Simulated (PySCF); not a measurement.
**A small calculation by hand: entropy of an ideal gas**

B(AsH2)(F)2 (AsBF2H2), SMILES [AsH2]B(F)F.

The structure is a stationary point at B3LYP-D3(BJ)/def2-SVP.

PySCF with B3LYP-D3(BJ)/def2-SVP gives the harmonic wavenumbers 126, 221, 301, 428, 603, 683, 702, 994, 1223, 1411, 2197, 2213 cm⁻¹ and the rotational temperatures 0.4591, 0.1176, 0.0951 K. The molar mass is 125.74 g/mol, the symmetry number 1, the spin multiplicity 1.

Task: Work out the entropy at 298.15 K and 1 atm in the rigid-rotor, harmonic-oscillator model.

Result: 
Translation (Sackur–Tetrode at 1 atm): S = R[1.5 ln M + 2.5 ln T − 1.16487] = 169.0 J/(mol K).
Rotation: q = (√π/σ) T^1.5/√(θA θB θC) = 127000, S = R[ln q + 3/2] = 110.2 J/(mol K).
Vibration: with u = 1.4388 ν/T, each mode gives R[u/(e^u − 1) − ln(1 − e^−u)]:
| ν (cm⁻¹) | modes | u | S (J/(mol K)) |
|---|---|---|---|
| 126 | 1 | 0.61 | 12.58 |
| 221 | 1 | 1.07 | 8.16 |
| 301 | 1 | 1.45 | 5.91 |
| 428 | 1 | 2.07 | 3.62 |
| 603 | 1 | 2.91 | 1.86 |
| 683 | 1 | 3.30 | 1.37 |
| 702 | 1 | 3.39 | 1.27 |
| 994 | 1 | 4.80 | 0.40 |
| 1223 | 1 | 5.90 | 0.16 |
| 1411 | 1 | 6.81 | 0.07 |
The stiffer modes add less than 0.005 each. Sum 35.4 J/(mol K).
Spin: R ln 1 = 0.0 J/(mol K).
Total 314.6 J/(mol K); the program's own thermochemistry gives 314.6. Translation makes up 54 % and vibration 11 %. Anharmonicity, hindered rotation and orbital degeneracy are left out.
